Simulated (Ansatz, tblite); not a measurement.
Cost and result up the ladder for the cluster Na5⁻ (5 atoms). The state is a singlet with charge -1. Geometry: PBE0/def2-SVPD.

```xyz
5

Na   -0.363    2.154    1.480
Na    2.505   -0.048    2.661
Na   -2.035    1.113   -1.233
Na   -0.890   -2.150   -2.829
Na    0.783   -1.069   -0.079
```

Ansatz on 4 threads of Arm Neoverse V1 on a shared host; xTB runs through tblite on one thread. Times are rough, summed over both states, and most runs start from the orbitals of an earlier one. B2PLYP/def2-TZVPD serves as the yardstick here, not as an exact answer. The other state is a quintet at its own geometry.

The xTB rows come from tblite. Correlated methods freeze 5 core orbitals; core or outer-core shells of Na are correlated, in sets that lack core-valence functions. The structure comes from a short search, and lower isomers may exist.

Run but left out: HF/STO-3G (singlet: restricted singlet, unstable in another Hartree–Fock run and untested here); HF/def2-TZVPD, r2SCAN/def2-TZVPD (singlet: restricted singlet, unstable towards broken spin symmetry); MP2/def2-TZVPD (quintet: ⟨S²⟩ 6.30, where a pure state has 6.00).

Correlated methods converge slowly with the basis.

xTB has no spin-polarisation term.

```
                       level  functions  quintet − singlet (eV)  difference from B2PLYP/def2-TZVPD (eV)                                               remarks
PBE/def2-TZVPD (with forces)        175                    1.12                                   -0.17  HOMO above zero (quintet), HOMO above zero (singlet)
             PBE0/def2-TZVPD        175                    1.05                                   -0.24                                                     –
           B97M-V/def2-TZVPD        175                    1.17                                   -0.13  HOMO above zero (quintet), HOMO above zero (singlet)
          RPA@PBE/def2-TZVPD        175                    1.12                                   -0.17                                                     –
      LDA (SPW92)/def2-TZVPD        175                    1.27                                   -0.02  HOMO above zero (quintet), HOMO above zero (singlet)
           B2PLYP/def2-TZVPD        175                    1.29                                    0.00                                                     –
        CAM-B3LYP/def2-TZVPD        175                    1.24                                   -0.05                                                     –
                    GFN2-xTB         20                    2.75                                    1.46                                                     –
```

(1) Estimate how long each takes.

## Answers

(1) GFN2-xTB 0.007 s; LDA (SPW92)/def2-TZVPD 3.6 s; PBE/def2-TZVPD (with forces) 6.6 s; PBE0/def2-TZVPD 11 s; RPA@PBE/def2-TZVPD 13 s; B2PLYP/def2-TZVPD 17 s; CAM-B3LYP/def2-TZVPD 19 s; B97M-V/def2-TZVPD 40 s. On shared hardware such times vary by a factor of up to 3.
